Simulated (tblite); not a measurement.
C6H9O3 (doublet state).
SMILES with atom numbers: `[CH3:1]/[CH:2]=[CH:3]\[O:4][CH:5][CH2:6][C:7](=[O:8])[OH:9]` (hydrogens: H10, H11, H12 on C1; H13 on C2; H14 on C3; H15 on C5; H16, H17 on C6; H18 on O9)

Computed geometry: GFN2-xTB, gas phase. This method treats the open shell by occupation alone, without spin polarisation.

(1) What internal coordinates does the optimisation give?

Answers

(1) 
```csv
bond,length (pm),order
C1–C2,149.1,single
C2=C3,133.9,double
C3–O4,134.4,single
O4–C5,134.6,single
C5–C6,148.3,single
C6–C7,152.4,single
C7=O8,119.9,double
C7–O9,134.1,single
"C1–H10, C1–H11, C1–H12",108.9,single
C2–H13,107.8,single
C3–H14,108.5,single
C5–H15,108.1,single
"C6–H16, C6–H17",109.2,single
O9–H18,97.1,single
```

Bonds in one row agree within 1 pm and their mean is given. Orders are formal, as drawn. A selection of angles:
```csv
angle,degrees
C1–C2–C3,124.3
C2–C3–O4,122.2
C3–O4–C5,120.5
O4–C5–C6,116.4
C5–C6–C7,112.5
C6–C7–O8,126.2
C6–C7–O9,111.1
O8–C7–O9,122.7
H18–O9–C7,110.5
```

Torsions: C1–C2–C3–O4 0° (synperiplanar); C2–C3–O4–C5 -175° (antiperiplanar); C3–O4–C5–C6 -164° (antiperiplanar); O4–C5–C6–C7 95° (anticlinal); C5–C6–C7–O8 -29° (synperiplanar); H18–O9–C7–C6 180° (antiperiplanar). The mirror-image conformer, all signs reversed, is as good.

C5 (carbon bonded to C, O and H) has angles 120.7°, 118.2° and 116.4°, sum 355.3°, 0.16 Å off the plane of its three neighbours. The 4 C–C bonds span 1.339 Å (C2=C3, drawn double) to 1.524 Å (C6–C7, drawn single), a spread of 0.185 Å. Of the pairs four or more bonds apart, O4···H10 is among the closest relative to their van der Waals radii: 2.47 Å, 91 % of the sum of Bondi's values. C3 (carbon bonded to C, O and H) is planar (angles 122.2°, 121.6° and 116.2°, sum 360.0°, 0.00 Å off the plane of its three neighbours). The C–O distances run from 1.199 Å (C7=O8, drawn double) to 1.346 Å (O4–C5, drawn single), a spread of 0.147 Å. C2 (carbon bonded to 2 C and H) is planar (angles 124.3°, 118.3° and 117.5°, sum 360.0°, 0.01 Å off the plane of its three neighbours). C7 (carbon bonded to C and 2 O) is planar (angles 126.2°, 122.7° and 111.1°, sum 360.0°, 0.01 Å off the plane of its three neighbours).

Point group: C1 (no symmetry element, even within 0.4 Å). GFN2-xTB frequencies show an imaginary mode (27i cm⁻¹), so the point is no minimum at that level. Torsions: C2–C3–O4–C5 -175°, C3–O4–C5–C6 -164°, O4–C5–C6–C7 95°, C5–C6–C7–O8 -29°, C6–C7–O9–H 180°. 3 starts were optimised and ended at 0.00, 0.06 and 0.16 kcal/mol (GFN2-xTB); the lowest of these is shown.

Hardware: one thread of an Arm Neoverse V1, shared host with 32 logical CPUs at a one-minute load of 22. Cost: 0.85 s. This is the geometry optimisation.
